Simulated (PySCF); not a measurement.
## Multinuclear NMR of C5H3NO

Mapped SMILES: `[N:1]#[C:2][c:3]1[cH:4][cH:5][o:6][cH:7]1` (H(Xn): hydrogen on atom n).

Theory: geometry: GFN2-xTB, PBE0/pcSseg-1 with gauge-including orbitals, spin–spin couplings from B3LYP/pcJ-1 (spin–dipole term only in couplings to heteroatoms), in PySCF 2.14.0 with density-fitted response routines (non-relativistic, no solvent model, one conformer).

Q: Where does ¹⁵N resonate?

A: 
```
atoms       environment  σ (ppm)  δ (ppm)
   N1  nitrile nitrogen    -56.6    -95.9
```

Shieldings were converted by a linear fit to measured shifts: ¹⁵N (scatter 6.3 ppm rms vs CH3NO2, solution or neat liquid). A few per cent of atoms miss by over 2 rms, more outside the fitted compound classes. Couplings are scaled by factors fitted to measured values: ³J(H,H) × 0.92 (rms 0.5 Hz); all others are unscaled and can be 10–30 % off.

Couplings (the largest are listed; each averaged over equivalent pairs): ¹J(N1,C2) = -23.8 Hz, ²J(N1,C3) = 2.8 Hz, ³J(N1,C7) = -1.2 Hz. Signs are for ¹⁵N, whose magnetogyric ratio is negative.

On a 500 MHz spectrometer ¹⁵N resonates near 50.7 MHz, so 1 ppm is 50.7 Hz.

Q: Where does ¹⁷O resonate?

A: 
| atoms | environment | σ (ppm) | δ (ppm) |
| --- | --- | --- | --- |
| O6 | aromatic ring oxygen | 26.6 | 242.5 |

Shieldings were converted by a linear fit to measured shifts: ¹⁷O: δ = 266.70 − 0.911σ (rms 10.7 ppm, 155 shifts, 12.2 ppm with the 3 outliers that the fit left out vs liquid water, solution or neat liquid). A few per cent of atoms miss by over 2 rms, more outside the fitted compound classes. Couplings are scaled by factors fitted to measured values: ³J(H,H) × 0.92 (rms 0.5 Hz); all others are unscaled and can be 10–30 % off.

Couplings (the largest are listed; each averaged over equivalent pairs; quadrupolar broadening usually hides them): ¹J(C5,O6) = 26.5 Hz, ¹J(O6,C7) = 26.0 Hz, ²J(O6,H(C5)) = -21.3 Hz, ²J(O6,H(C7)) = -20.9 Hz, ²J(C4,O6) = 2.1 Hz, ³J(O6,H(C4)) = -3.7 Hz.

On a 500 MHz spectrometer ¹⁷O resonates near 67.8 MHz, so 1 ppm is 67.8 Hz.
